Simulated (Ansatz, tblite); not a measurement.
Forces on Li₃Al₃ at its PBE-D4/def2-SVP geometry. Total charge 0; singlet.

The xTB rows come from tblite. The restricted singlet is unstable towards broken spin symmetry in Hartree–Fock (as tested in another run); at PBE0-D4/def2-TZVP this wasn't settled. The structure comes from a short search, and lower isomers may exist.

GFN1-xTB (tblite), largest force 0.67 eV/Å:

```xyz
6
positions Å, forces eV/Å
Li    1.378   -1.256    0.119   -0.442    0.137    0.047
Li   -1.736   -1.849   -1.365    0.354    0.060    0.174
Li    0.341    1.292    1.856    0.355   -0.122   -0.250
Al    1.617    1.961   -0.424    0.278    0.371    0.024
Al   -0.281    0.471   -1.143   -0.039   -0.031   -0.138
Al   -1.318   -0.619    0.957   -0.504   -0.414    0.142
```

GFN2-xTB (tblite), largest force 0.37 eV/Å:

```
Li -0.298 0.170 0.136
Li 0.125 0.072 0.197
Li 0.165 -0.128 -0.125
Al 0.033 0.061 0.026
Al 0.034 0.077 -0.156
Al -0.059 -0.251 -0.079
```

PBE0-D4/def2-TZVP (Ansatz), largest force 0.20 eV/Å:

```
Li -0.006 0.011 0.003
Li -0.009 -0.004 0.018
Li -0.002 0.006 -0.025
Al -0.092 -0.090 -0.001
Al 0.009 0.010 0.167
Al 0.099 0.067 -0.162
```
